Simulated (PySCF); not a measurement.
PySCF input file for trisilylphosphine (H₉PSi₃), SMILES [SiH3]P([SiH3])[SiH3], PBE0/pcSseg-1. The structure is a stationary point at PBE0-D3(BJ)/def2-SVP.

```python
import numpy as np
from pyscf import gto, scf, dft
from pyscf.prop.nmr import rks as nmr

mol = gto.M(
    atom='''
    Si    0.19546627    1.94979136    0.22437943
    P     0.00000000   -0.00000000   -0.90064669
    Si    1.59083571   -1.14417444    0.22437943
    Si   -1.78630198   -0.80561692    0.22437943
    H     1.48281571    2.59080974   -0.17795565
    H     0.18237085    1.77221802    1.71062274
    H    -0.94445793    2.82989132   -0.17074562
    H     2.92298673   -0.59702111   -0.17074562
    H     1.50229919   -2.57956095   -0.17795564
    H     1.44360039   -1.04404680    1.71062275
    H    -1.97852881   -2.23287022   -0.17074562
    H    -2.98511491   -0.01124880   -0.17795565
    H    -1.62597126   -0.72817121    1.71062274
    ''',
    basis='pcSseg-1',
    charge=0,
    spin=0,
    max_memory=1600,
    verbose=3,
)
mf = dft.RKS(mol, xc='pbe0')
mf.grids.level = 3
mf.conv_tol = 1e-10
mf.max_cycle = 100
mf.kernel()
n = nmr.NMR(mf)
n.verbose = 2
n.max_cycle_cphf = 60
sigma = n.kernel()
print('atom   isotropic/ppm   span/ppm')
for i, s in enumerate(sigma):
    w = np.linalg.eigvalsh((s + s.T) / 2)
    print(f'{mol.atom_symbol(i):2s}{i + 1:3d} {w.mean():14.3f} {w[2] - w[0]:11.3f}')
```

Program output:

```
converged SCF energy = -1214.69649272329
atom   isotropic/ppm   span/ppm
Si  1        417.300     101.130
P   2        684.184      61.593
Si  3        417.299     101.125
Si  4        417.298     101.127
H   5         27.087       9.927
H   6         27.421       8.641
H   7         27.089       9.917
H   8         27.089       9.917
H   9         27.087       9.927
H  10         27.421       8.641
H  11         27.089       9.917
H  12         27.087       9.927
H  13         27.421       8.641
```

Self-consistency was reached.
